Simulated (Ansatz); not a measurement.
Reaction (hydrogenolysis of the Si–O bond): `C[SiH2][SiH](O)F` + H₂ → `C[SiH2][SiH2]F` + H₂O

Isolated molecules relaxed with PBE0-D4/def2-TZVP in Ansatz; ΔE leaves out vibrations. CCSD(T)/CBS adds triple-zeta CCSD(T) − MP2 to the extrapolated MP2 energy (def2 sets, frozen cores). This one scheme is used for every species. Functionals use def2-TZVPP. Each species was taken in one conformer, which may not be the lowest.

`C[SiH2][SiH](O)F`:

Cartesian coordinates in Å:
```
C 1.227 -0.783 1.245
Si 0.952 -0.239 -0.528
Si -1.091 0.880 -0.746
O -2.233 -0.106 -0.105
F -1.040 2.255 0.085
H 1.259 0.082 1.911
H 2.169 -1.327 1.343
H 0.415 -1.434 1.572
H 0.933 -1.411 -1.449
H 2.040 0.672 -0.983
H -1.475 1.286 -2.127
H -3.157 0.125 -0.217
```

H₂:

Z-matrix (Å, degrees):
```
H
H 1 0.746
```

`C[SiH2][SiH2]F`:

```xyz
11

C    -0.224   -1.434   -0.966
Si   -0.816   -0.152    0.268
Si    0.820    1.475    0.680
F     2.161    0.767    1.222
H     0.668   -1.943   -0.594
H    -0.997   -2.185   -1.143
H     0.025   -0.967   -1.922
H    -1.191   -0.798    1.558
H    -2.019    0.563   -0.246
H     1.184    2.212   -0.561
H     0.388    2.462    1.704
```

H₂O:

Cartesian coordinates in Å:
```
O -0.176 -0.331 0.102
H 0.456 0.176 0.615
H -0.280 0.156 -0.718
```

| level | ΔE (kJ/mol) |
| --- | --- |
| PBE-D4 | 85.7 |
| PBE0-D4 | 84.4 |
| ωB97X-V | 90.0 |
| r2SCAN | 94.0 |
| CCSD/def2-SVP | 75.4 |
| CCSD(T)/def2-SVP | 77.4 |
| CCSD/def2-TZVPP | 86.4 |
| SCS-MP2/def2-QZVPP | 91.8 |

(1) What does CCSD(T)/CBS give? (Estimate.)

Largest T1 diagnostic among the species: 0.012.

Answers

(1) The calculation gave: +88.7 kJ/mol. The listed levels differ from it by -3.0, -4.3, 1.3, 5.3, -13.3, -11.3, -2.3, 3.1 kJ/mol.

At CCSD(T), def2-SVP lies −11.3 kJ/mol from the extrapolated value and def2-TZVPP +0.1 kJ/mol. Leaving LDA and LC-ωPBE aside and taking each functional with its dispersion term where it has one, the values, not all of them listed here, spread over 10.8 kJ/mol, from HSE06-D4 to r2SCAN-D4. LDA lies +8.0 kJ/mol from PBE without D4.
